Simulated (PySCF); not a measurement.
# Electronic structure of Tm (thulium, neutral) at the MN15 level

Configuration: [Xe] 4f13 6s2, 2F determinant. All numbers are calculated (PySCF 2.14, scalar relativity by spin-free X2C-1e, in x2c-TZVPPall (11s7p7d4f2g, 113 functions)).

| Property | Result |
| --- | --- |
| Total energy | -13576.74 hartree |
| One-electron energy | -18612.35 hartree |
| Hartree (Coulomb) energy | 5334.79 hartree |
| Exchange-correlation energy | -299.17 hartree |
| ⟨S²⟩ | 0.7520 |
| ⟨L²⟩ | 12.017 |
| Sum of ⟨r⟩ | 44.09 bohr |
| Sum of ⟨r²⟩ | 74.19 bohr² |
| Traceless quadrupole moment −½Σ⟨3z² − r²⟩ along its main axis | -0.161 e·bohr² |
| Langevin diamagnetic susceptibility | -58.8 ×10⁻⁶ cm³/mol |
| Time after the integrals | about 27 core-seconds |

```csv
shell,electrons,mean orbital energy (hartree),spread (hartree),"rms radius, mean of both spins (bohr)"
1s β,1,-2176.45725,0,0.0227
1s α,1,-2176.45723,0,0.0227
2s β,1,-364.63235,0,0.0919
2s α,1,-364.63183,0,0.0919
2p β,3,-324.00845,0.01324,0.0827
2p α,3,-324.00794,0.01355,0.0827
3s β,1,-81.34197,0,0.238
3s α,1,-81.33782,0,0.238
3p β,3,-69.16392,0.07967,0.237
3p α,3,-69.16284,0.07423,0.237
3d α,5,-53.36066,0.05864,0.216
3d β,5,-53.35577,0.04075,0.216
4s α,1,-15.83263,0,0.533
4s β,1,-15.83191,0,0.533
4p α,3,-11.84244,0.10792,0.567
4p β,3,-11.83646,0.11191,0.567
4d α,5,-6.36792,0.09424,0.620
4d β,5,-6.34896,0.05191,0.620
5s α,1,-2.08397,0,1.32
5s β,1,-2.07418,0,1.32
5p α,3,-1.08200,0.04132,1.59
5p β,3,-1.07379,0.03174,1.59
4f α,7,-0.27591,0.10247,0.915
4f β,6,-0.24241,0.04587,0.915
6s α,1,-0.18665,0,4.32
6s β,1,-0.18608,0,4.32
```

Spin-orbit coupling, absent here, splits the open shell strongly.

Densities and radii are taken from the X2C orbitals without a picture-change correction, which distorts them close to the nucleus.
